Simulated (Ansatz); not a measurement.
One change: `[F][GeH2][Cl]` becomes `[F][GeH3]`.

Ansatz, PBE0-D4/def2-TZVP geometries, multiplicity 1. 

Scalar relativity is left out up to krypton.

```
                                        property  `[F][GeH2][Cl]`
  zero-point energy (PBE0-D4/def2-TZVP) / kJ/mol             51.5
             LUMO energy (B3LYP/def2-TZVPP) / eV            -0.60
size of the dipole moment (B3LYP/def2-TZVPP) / D             2.25
            HOMO–LUMO gap (PBE0/def2-TZVPP) / eV             8.95
           HOMO energy (ωB97M-V/def2-TZVPP) / eV           -11.46
              HOMO energy (PBE0/def2-TZVPP) / eV            -9.22
```

What does the change do to each property? (Estimate.)

Computed: 
```csv
property,`[F][GeH3]`,shift
zero-point energy (PBE0-D4/def2-TZVP) / kJ/mol,66.6,15.1
LUMO energy (B3LYP/def2-TZVPP) / eV,-0.42,0.18
size of the dipole moment (B3LYP/def2-TZVPP) / D,2.12,-0.13
HOMO–LUMO gap (PBE0/def2-TZVPP) / eV,9.55,0.60
HOMO energy (ωB97M-V/def2-TZVPP) / eV,-11.97,-0.51
HOMO energy (PBE0/def2-TZVPP) / eV,-9.69,-0.47
```

With PBE0 the HOMO falls by 0.47 eV and the LUMO rises by 0.13 eV, so the gap widens by about 0.60 eV. PBE moves the HOMO by -0.34 eV and ωB97M-V by -0.51 eV. Dipoles are sizes alone; their direction can turn.

B3LYP here is the variant with VWN-RPA as its local correlation; programs differ in this.
